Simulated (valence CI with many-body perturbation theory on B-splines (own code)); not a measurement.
**E1 line list for In42+**

Computed by relativistic CI+MBPT: five valence electrons over a frozen Dirac-Fock core [He], radial functions for each j: 9 s, 9 p, 8 d, 6 f, 3 g, 1 h, with the one-electron correlation potential Σ1 (screened to all orders), the two-electron term Σ2, the three-electron term Σ3, Breit, model QED; selected single and double excitations, second order for the rest (own B-spline code, finite nucleus).

The last digits are not significant, and no measured levels were compared; by estimate large intervals hold to a few tenths of a per cent, small ones and those within an open d or f shell to about a per cent. Among the levels kept, up to 1400 cm⁻¹ of a level comes from second order outside the variational space, and about a tenth of that is noise between levels of different J, which matters for small intervals.

Lines 151 to 200 of 250 in falling wavelength, among levels below 316.66 Ry, chosen from the strongest by gf and those to the six lowest levels. Wavelengths and rates use the calculated energies. Electric multipoles are in the length gauge, E1 and E2 with the static RPA response of the core. Weak lines are less certain than strong ones. Lines between different terms over intervals too small for the method are left out, as are lines whose strength nearly cancels. The highest levels of a list are the least certain.

Levels are named by their leading jj configuration (3d3/2^4 stands for four electrons in 3d with j = 3/2), which in mixed levels can hold well under half, so a name can repeat and another be missing. Letters in brackets count levels of one name in rising energy.

```tsv
λ vac (nm)	Upper	Lower	A (s⁻¹)	log gf	Branch %
0.3244	(2s 2p1/2^2 2p3/2 3d3/2) J=1/2	(2s 2p1/2^2 2p3/2^2) J=1/2	3.21e+12	-1.99	23.0
0.3222	(2s 2p1/2 2p3/2^2 3s) J=3/2	(2s 2p1/2^2 2p3/2^2) J=1/2	6.57e+11	-2.39	1.7
0.3222	(2s 2p1/2^2 2p3/2 3d5/2) J=5/2	(2s 2p1/2^2 2p3/2^2) J=3/2	2.00e+13	-0.73	13.3
0.3220	(2s 2p1/2^2 2p3/2 3d5/2) J=3/2	(2s 2p1/2^2 2p3/2^2) J=3/2	2.69e+13	-0.78	29.9
0.3219	(2s 2p1/2^2 2p3/2 3d5/2) J=3/2	(2s 2p1/2^2 2p3/2^2) J=1/2	3.79e+13	-0.63	42.0
0.3211	(2s^2 2p1/2 2p3/2 3d3/2) J=3/2 [a]	(2s^2 2p1/2 2p3/2^2) J=1/2	8.29e+12	-1.29	9.9
0.3208	(2s^2 2p1/2 2p3/2 3d3/2) J=1/2 [a]	(2s^2 2p1/2 2p3/2^2) J=1/2	1.08e+13	-1.48	26.5
0.3197	(2s 2p1/2^2 2p3/2 3d3/2) J=5/2	(2s 2p1/2^2 2p3/2^2) J=5/2	2.47e+13	-0.64	94.2
0.3195	(2s 2p1/2^2 2p3/2 3d3/2) J=3/2	(2s 2p1/2^2 2p3/2^2) J=5/2	3.47e+13	-0.67	78.5
0.3195	(2s 2p1/2^2 2p3/2 3d3/2) J=7/2	(2s 2p1/2^2 2p3/2^2) J=5/2	3.67e+12	-1.35	94.6
0.3192	(2s^2 2p3/2^2 3p3/2) J=5/2	(2s 2p1/2^2 2p3/2^2) J=5/2	3.19e+11	-2.53	17.5
0.3191	(2s^2 2p1/2 2p3/2 3d3/2) J=3/2 [b]	(2s^2 2p1/2 2p3/2^2) J=1/2	1.19e+11	-3.14	0.1
0.3191	(2s^2 2p3/2^2 3p3/2) J=7/2	(2s 2p1/2^2 2p3/2^2) J=5/2	3.97e+11	-2.31	39.4
0.3189	(2s^2 2p1/2 2p3/2 3d3/2) J=3/2 [a]	(2s^2 2p1/2 2p3/2^2) J=5/2	1.05e+13	-1.19	12.5
0.3187	(2s^2 2p1/2 2p3/2 3d3/2) J=5/2 [a]	(2s^2 2p1/2 2p3/2^2) J=5/2	8.65e+12	-1.10	23.1
0.3186	(2s^2 2p1/2 2p3/2 3d5/2) J=3/2 [a]	(2s^2 2p1/2 2p3/2^2) J=1/2	2.40e+13	-0.84	7.5
0.3184	(2s 2p1/2 2p3/2^2 3s) J=5/2	(2s 2p1/2^2 2p3/2^2) J=5/2	2.15e+13	-0.71	76.7
0.3184	(2s^2 2p1/2 2p3/2 3d3/2) J=1/2 [b]	(2s^2 2p1/2 2p3/2^2) J=1/2	3.17e+12	-2.02	0.9
0.3179	(2s 2p1/2^2 2p3/2 3p1/2) J=3/2 [a]	(2s^2 2p1/2 2p3/2^2) J=1/2	1.90e+12	-1.94	9.3
0.3178	(2s^2 2p1/2^2 3d3/2) J=3/2	(2s^2 2p1/2^2 2p3/2) J=3/2	4.55e+13	-0.56	99.3
0.3178	(2s^2 2p1/2 2p3/2 3d3/2) J=7/2	(2s^2 2p1/2 2p3/2^2) J=5/2	2.08e+12	-1.60	98.5
0.3175	(2s^2 2p1/2 2p3/2 3d5/2) J=7/2 [a]	(2s^2 2p1/2 2p3/2^2) J=5/2	5.52e+12	-1.18	99.6
0.3174	(2s^2 2p1/2 2p3/2 3d3/2) J=3/2 [a]	(2s^2 2p1/2 2p3/2^2) J=3/2	1.17e+13	-1.15	14.0
0.3173	(2s 2p1/2 2p3/2^2 3s) J=3/2	(2s 2p1/2^2 2p3/2^2) J=5/2	9.80e+12	-1.23	25.4
0.3173	(2s^2 2p1/2 2p3/2 3d3/2) J=5/2 [b]	(2s^2 2p1/2 2p3/2^2) J=5/2	1.65e+11	-2.83	0.1
0.3172	(2s^2 2p1/2 2p3/2 3d3/2) J=5/2 [a]	(2s^2 2p1/2 2p3/2^2) J=3/2	1.16e+11	-2.98	0.3
0.3172	(2s 2p1/2^2 2p3/2 3d5/2) J=5/2	(2s 2p1/2^2 2p3/2^2) J=5/2	1.30e+14	0.07	86.4
0.3171	(2s^2 2p1/2 2p3/2 3d3/2) J=1/2 [a]	(2s^2 2p1/2 2p3/2^2) J=3/2	2.26e+13	-1.17	55.4
0.3170	(2s^2 2p1/2 2p3/2 3d5/2) J=3/2 [b]	(2s^2 2p1/2 2p3/2^2) J=1/2	2.07e+14	0.10	83.7
0.3170	(2s 2p1/2^2 2p3/2 3d5/2) J=3/2	(2s 2p1/2^2 2p3/2^2) J=5/2	2.34e+13	-0.85	26.0
0.3170	(2s^2 2p1/2 2p3/2 3d3/2) J=3/2 [b]	(2s^2 2p1/2 2p3/2^2) J=5/2	6.48e+12	-1.41	3.2
0.3168	(2s^2 2p1/2 2p3/2 3d5/2) J=1/2	(2s^2 2p1/2 2p3/2^2) J=1/2	2.82e+14	-0.07	93.7
0.3165	(2s^2 2p3/2^2 3s) J=3/2	(2s^2 2p1/2 2p3/2^2) J=1/2	1.93e+13	-0.94	34.9
0.3164	(2s^2 2p1/2 2p3/2 3d5/2) J=3/2 [a]	(2s^2 2p1/2 2p3/2^2) J=5/2	3.11e+13	-0.73	9.7
0.3163	(2s^2 2p1/2 2p3/2 3d5/2) J=5/2 [a]	(2s^2 2p1/2 2p3/2^2) J=5/2	5.77e+13	-0.28	20.7
0.3160	(2s^2 2p1/2 2p3/2 3s) J=3/2 [a]	(2s^2 2p1/2^2 2p3/2) J=3/2	5.25e+12	-1.50	24.2
0.3158	(2s^2 2p1/2^2 3d5/2) J=5/2	(2s^2 2p1/2^2 2p3/2) J=3/2	2.29e+14	0.31	99.7
0.3158	(2s^2 2p1/2 2p3/2 3d3/2) J=5/2 [b]	(2s^2 2p1/2 2p3/2^2) J=3/2	3.51e+13	-0.50	12.0
0.3157	(2s^2 2p1/2 2p3/2 3d5/2) J=5/2 [b]	(2s^2 2p1/2 2p3/2^2) J=5/2	1.28e+14	0.06	56.9
0.3157	(2s 2p1/2^2 2p3/2 3p1/2) J=3/2 [a]	(2s^2 2p1/2 2p3/2^2) J=5/2	8.64e+12	-1.29	42.2
0.3155	(2s^2 2p1/2 2p3/2 3s) J=1/2	(2s^2 2p1/2^2 2p3/2) J=3/2	7.70e+12	-1.64	16.1
0.3155	(2s^2 2p1/2 2p3/2 3d3/2) J=3/2 [b]	(2s^2 2p1/2 2p3/2^2) J=3/2	5.50e+13	-0.48	27.5
0.3154	(2s 2p1/2^2 2p3/2 3p1/2) J=5/2	(2s^2 2p1/2 2p3/2^2) J=5/2	1.06e+13	-1.02	8.6
0.3149	(2s^2 2p1/2 2p3/2 3d5/2) J=7/2 [b]	(2s^2 2p1/2 2p3/2^2) J=5/2	3.78e+14	0.65	100.0
0.3149	(2s^2 2p1/2 2p3/2 3d5/2) J=3/2 [a]	(2s^2 2p1/2 2p3/2^2) J=3/2	1.09e+14	-0.19	34.2
0.3149	(2s^2 2p1/2 2p3/2 3d5/2) J=5/2 [a]	(2s^2 2p1/2 2p3/2^2) J=3/2	1.43e+14	0.11	51.4
0.3149	(2s^2 2p1/2 2p3/2 3d5/2) J=3/2 [b]	(2s^2 2p1/2 2p3/2^2) J=5/2	3.17e+13	-0.73	12.8
0.3147	(2s^2 2p1/2 2p3/2 3d3/2) J=1/2 [b]	(2s^2 2p1/2 2p3/2^2) J=3/2	2.69e+13	-1.10	7.4
0.3147	(2s^2 2p1/2 2p3/2 3s) J=5/2	(2s^2 2p1/2^2 2p3/2) J=3/2	1.46e+12	-1.89	8.6
0.3146	(2s^2 2p3/2^2 3s) J=5/2	(2s^2 2p1/2 2p3/2^2) J=5/2	1.47e+13	-0.88	22.5
```

(1) How does gf follow from A for the line at 0.3164 nm?

## Answers

(1) gf = 1.4992 × (2J+1)_upper × A / σ², with σ = 31604835 cm⁻¹ and 2J+1 = 4: gf = 0.186.
